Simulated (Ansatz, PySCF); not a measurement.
Conformers of C4H12O2Si (SMILES CO[Si](C)(C)OC), B3LYP-D3(BJ)/def2-TZVP minima from an xTB search, which can miss the lowest.
Conformer 1 (charge 0, multiplicity 1):
```json
[
 {"atom": "C", "x (Å)": "1.7005", "y (Å)": "-1.5704", "z (Å)": "-0.5411"},
 {"atom": "O", "x (Å)": "0.8235", "y (Å)": "-0.5256", "z (Å)": "-0.9232"},
 {"atom": "Si", "x (Å)": "0.0512", "y (Å)": "0.4677", "z (Å)": "0.1456"},
 {"atom": "C", "x (Å)": "-0.9242", "y (Å)": "1.6444", "z (Å)": "-0.9160"},
 {"atom": "C", "x (Å)": "1.2502", "y (Å)": "1.3139", "z (Å)": "1.2899"},
 {"atom": "O", "x (Å)": "-0.9285", "y (Å)": "-0.4164", "z (Å)": "1.1375"},
 {"atom": "C", "x (Å)": "-2.0071", "y (Å)": "-1.2125", "z (Å)": "0.6799"},
 {"atom": "H", "x (Å)": "2.6301", "y (Å)": "-1.1744", "z (Å)": "-0.1206"},
 {"atom": "H", "x (Å)": "1.2396", "y (Å)": "-2.2329", "z (Å)": "0.1982"},
 {"atom": "H", "x (Å)": "1.9440", "y (Å)": "-2.1544", "z (Å)": "-1.4291"},
 {"atom": "H", "x (Å)": "-0.2586", "y (Å)": "2.2463", "z (Å)": "-1.5378"},
 {"atom": "H", "x (Å)": "-1.5999", "y (Å)": "1.1052", "z (Å)": "-1.5829"},
 {"atom": "H", "x (Å)": "-1.5209", "y (Å)": "2.3226", "z (Å)": "-0.3024"},
 {"atom": "H", "x (Å)": "0.7261", "y (Å)": "1.9931", "z (Å)": "1.9651"},
 {"atom": "H", "x (Å)": "1.7871", "y (Å)": "0.5883", "z (Å)": "1.9040"},
 {"atom": "H", "x (Å)": "1.9850", "y (Å)": "1.8941", "z (Å)": "0.7278"},
 {"atom": "H", "x (Å)": "-2.8254", "y (Å)": "-0.5922", "z (Å)": "0.3011"},
 {"atom": "H", "x (Å)": "-2.3790", "y (Å)": "-1.7999", "z (Å)": "1.5199"},
 {"atom": "H", "x (Å)": "-1.6938", "y (Å)": "-1.8970", "z (Å)": "-0.1146"}
]
```

Frozen-core correlation. CBS(a, b) extrapolates the correlation energy as X⁻³ and adds the Hartree–Fock energy of set b. MP2 and its Hartree–Fock in cc-pV(Q+d)Z, cc-pV(T+d)Z are density fitted. Rows in 6-31G* carry no dispersion term and start afresh at each structure (6-31G* with six Cartesian d functions).

Run with Ansatz (a first-principles code); PySCF for 6-31G* rows. Values without a source in brackets are computed.

Electronic energies of 2 conformers above conformer 1 (kcal/mol):

```csv
level,conformer 1,conformer 2
PBE/def2-TZVPP,0.00,1.27
B3LYP/6-31G*,0.00,1.59
wB97M-V/def2-TZVPP,0.00,1.36
"MP2/CBS(cc-pV(T+d)Z, cc-pV(Q+d)Z) + ΔCCSD(T)/cc-pV(D+d)Z",0.00,1.34
```

Problem. Give Boltzmann populations at 298.15 K for each level, counting each conformer once and leaving out zero-point, thermal and symmetry terms.

Solution. 
Weights exp(−E/RT) with RT = 0.5925 kcal/mol, divided by their sum:
- PBE/def2-TZVPP: 90 %, 10 %
- B3LYP/6-31G*: 94 %, 6 %
- wB97M-V/def2-TZVPP: 91 %, 9 %
- MP2/CBS(cc-pV(T+d)Z, cc-pV(Q+d)Z) + ΔCCSD(T)/cc-pV(D+d)Z: 91 %, 9 %
The share of conformer 1 runs from 90 to 94 % over these levels.
